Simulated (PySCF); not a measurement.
**Frontier orbitals and the lowest excitations**

CdH₂ (singlet state).
Cartesian coordinates in Å at the PBE0-D3(BJ)/def2-SVP level; atoms count from 1:
```xyz
3
CdH2 angstrom
Cd     0.0001    0.0000    0.0000
H     -0.0179   -0.0221    1.6799
H      0.0178    0.0221   -1.6799
```

Method: PySCF, TDDFT CAM-B3LYP/def2-SVPD, vertical, gas phase, core orbitals frozen in the response, def2 core potentials past Kr. Spin–orbit coupling is left out.

Kohn–Sham orbitals with the atoms that hold most of them (Löwdin shares over 4%, at most four atoms; ? is withheld):

```tsv
orbital	ε (eV)	atoms
LUMO+2	1.67	Cd1 44%, H2 28%, H3 28%
LUMO+1	-0.03	Cd1 86%, H3 7%, H2 7%
LUMO	-0.03	Cd1 86%, H3 7%, H2 7%
HOMO	?	?
HOMO-1	-10.74	?
HOMO-2	-16.28	Cd1 99%
HOMO-3	-16.28	Cd1 99%
```

Which atoms hold the HOMO, and with what shares?

Cd1 (bonded to 2 H) 44%; H2 (bonded to Cd) 28%; H3 (bonded to Cd) 28%. By element: hydrogen 56%, cadmium 44%.

Give the leading atoms of the HOMO-1.

Cd1 (bonded to 2 H) 55%; H3 (bonded to Cd) 23%; H2 (bonded to Cd) 23%. By element: cadmium 55%, hydrogen 45%.

What is the HOMO energy, and the HOMO–LUMO gap?

ε(HOMO) = -9.14 eV; the gap is 9.10 eV (0.3345 hartree).

Within 0.005 eV of a neighbour in this list lie HOMO-3/HOMO-2 and LUMO/LUMO+1 (point group found: D∞h).

The HOMO–LUMO gap is 9.10 eV. Where does the response calculation put the lowest singlet, and from which orbitals?

S1 is at 5.73 eV (f = 0.0000), 3.37 eV below the gap, made of HOMO→LUMO/LUMO+1 (99%). S1/S2 lie within about 0.01 eV of each other. Without the coupling terms of the response equations the lowest excitation would equal the gap.

For S1 the Löwdin share of cadmium is 44% in HOMO and 86% in LUMO+1.

Next come S2 at 5.73 eV (f 0.0000), HOMO→LUMO/LUMO+1 (99%); S3 at 7.87 eV (f 0.431), HOMO-1→LUMO/LUMO+1 (98%); S4 at 7.87 eV (f 0.431), HOMO-1→LUMO/LUMO+1 (98%); S5 at 8.78 eV (f 0.901), HOMO→LUMO+2 (96%).

Orbitals of the list HOMO-3 to LUMO+2 that lie within 0.01 eV of each other are written together with a slash and their weights summed (≥ marks a lower bound); for degenerate orbitals outside that list single weights are arbitrary.

Löwdin shares depend on the basis, the more so with diffuse functions.
